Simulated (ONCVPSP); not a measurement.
Ir (Z = 77), ONCV: configuration errors across variants

Ir, optimised norm-conserving Vanderbilt (ONCV), made with ONCVPSP 4.0.1 (PW91, scalar-relativistic). Core [Kr] 4d10 4f14, reference 5s2 5p6 5d7 6s1.5 (charge +0.5). Waves: 5s+6s: rc 1.60 bohr, ncon 3, nbas 6, qcut 7.8 1/bohr, 2 projectors; 5p: rc 1.30 bohr, ncon 5, nbas 8, qcut 5.7 1/bohr, 3 projectors, debl 2.7 Ha; 5d: rc 1.55 bohr, ncon 3, nbas 7, qcut 5.9 1/bohr, 1 projector; f scattering state at 0.33 Ha: rc 1.30 bohr, ncon 4, nbas 7, qcut 9.9 1/bohr, 2 projectors, debl 2.3 Ha. Local part: polynomial inside 1.05 bohr (lpopt 5, dvloc0 0 Ha). Core correction: Teter function, fcfact 4.5, rcfact 1.1.

All-electron excitation energies from the reference (eV): (1) 5s2 5p6 5d7 6s2 -4.070; (2) 5s2 5p6 5d7 6s1 5.884; (3) 5s2 5p6 5d7 6s0 23.438; (4) 5s2 5p6 5d6 6s2 6p1 3.100.

3 further variants failed, have other tests or another functional or relativity, and are left out.

A true bound ghost makes a file unfit for plane-wave use even where its test errors are small: the radial tests pick states by their node count and pass the ghost by.

Errors AE − PS in meV (a dash: test not solved or not reliable):

```csv
change,(1),(2),(3),(4),bound ghosts,GHOST(+) flags above zero
base,+1.3,-2.2,-10,+1.2,f,"s, p"
s: qcut 10.5,+1.4,-2.1,-8.0,+2.2,f,"s, p"
"core correction Teter function, fcfact 4.5, rcfact 0.9",+1.3,-2.2,-9.9,+1.3,f,"s, p"
p: debl 4.2,+1.3,-2.2,-10,+1.2,f,"s, p"
"d: rc 1.3, qcut 7, nproj 0; local potential the d channel",+1.3,-2.2,-10,+2.2,f,"p, f"
"all radii but the core radius scaled by about 1.11 (s 1.78, p 1.44, d 1.72, f 1.44 bohr); local potential polynomial inside 1.16 bohr (lpopt 5, dvloc0 0 Ha)",+1.3,-2.3,-12,+1.2,f,s
s: nbas 7,+1.3,-2.2,-11,+1.2,f,"s, p"
```

Problem. Give the same row for: s: rc 2.24.

Solution. +1.2, -2.7, -16, +0.2; bound ghosts: f; GHOST(+) flags above zero: s, p.
